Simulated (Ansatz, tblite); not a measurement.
Cost and result up the ladder for the cluster Cs2Cl2⁻ (the lowest doublet isomer of a short search) (4 atoms). Charge -1, multiplicity 2. Geometry: PBE-D4/def2-TZVPD.

Cartesian coordinates in Å:
```
Cs 0.279 -2.230 -0.488
Cs -0.279 2.230 0.489
Cl 2.162 0.392 -0.555
Cl -2.162 -0.392 0.554
```

Ansatz on 4 threads of Arm Neoverse V2 on a shared host; xTB runs through tblite on one thread. Times are rough, summed over both states, and most runs start from the orbitals of an earlier one. PBE0-D4/def2-TZVPD serves as the yardstick here, not as an exact answer. The other state is a singlet.

In the def2 sets Cs takes a core potential; there is no spin–orbit coupling. The xTB rows come from tblite. HOMO above LUMO, or a gap near zero within one spin, warns that the state may not be the lowest or that an electron is smeared out. The structure comes from a short search, and lower isomers may exist.

Raw xTB energies of ions are shifted by several eV, and xTB has no spin-polarisation term.

```csv
level,functions,wall time,vertical IE (eV),difference from PBE0-D4/def2-TZVPD (eV),remarks
GFN1-xTB,26,0.004 s,6.74,6.54,–
GFN2-xTB,26,0.007 s,4.43,4.24,–
PBE-D4/def2-TZVPD,156,7.7 s,0.30,0.11,"HOMO above zero (-1 doublet), gap within one spin near zero (-1 doublet)"
PBE0-D4/def2-TZVPD,156,8.5 s,0.19,0.00,HOMO above zero (-1 doublet)
r2SCAN-D4/def2-TZVPD,156,15 s,0.14,-0.05,"HOMO above zero (-1 doublet), gap within one spin near zero (-1 doublet)"
```
